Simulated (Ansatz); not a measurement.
C3H10SSi (`CC[SiH2]SC`), relaxed with RKS PBE0-D4/def2-TZVP in the Gaussian-basis code of Ansatz from a PBE-D4/def2-SVP geometry. The force threshold is 0.005 eV/Å; the program also tests the step.

Charge 0, multiplicity 1.

Start:

```xyz
15

C    -1.245    0.059   -1.676
C     0.196    0.406   -1.279
Si    0.341    1.253    0.413
S    -0.514    0.064    2.003
C     0.646   -1.361    1.985
H    -1.289   -0.472   -2.649
H    -1.870    0.972   -1.768
H    -1.726   -0.586   -0.912
H     0.670    1.083   -2.025
H     0.835   -0.505   -1.258
H    -0.454    2.530    0.444
H     1.792    1.548    0.710
H     1.693   -1.033    2.144
H     0.351   -2.019    2.825
H     0.574   -1.938    1.043
```

Problem. By how much does the energy fall, and how many steps does the optimiser take? (Best estimate.)

Solution. Ansatz gave: 1.49 kcal/mol, in 8 steps.

Problem. Which bonds change most? (Estimate.)

Solution. Ansatz gave: Si3–S4 from 2.161 to 2.131 Å; C2–Si3 from 1.898 to 1.875 Å; S4–C5 from 1.838 to 1.816 Å; Si3–H12 from 1.510 to 1.491 Å.

Problem. Give the relaxed structure. (Best estimate.)

Solution. The calculation gave: 
```xyz
15

C    -1.227    0.050   -1.656
C     0.201    0.396   -1.250
Si    0.333    1.243    0.418
S    -0.494    0.083    2.003
C     0.631   -1.342    1.952
H    -1.259   -0.451   -2.627
H    -1.848    0.947   -1.728
H    -1.698   -0.608   -0.922
H     0.665    1.063   -1.986
H     0.826   -0.503   -1.230
H    -0.450    2.507    0.433
H     1.766    1.534    0.709
H     1.669   -1.026    2.061
H     0.370   -1.983    2.794
H     0.512   -1.910    1.030
```
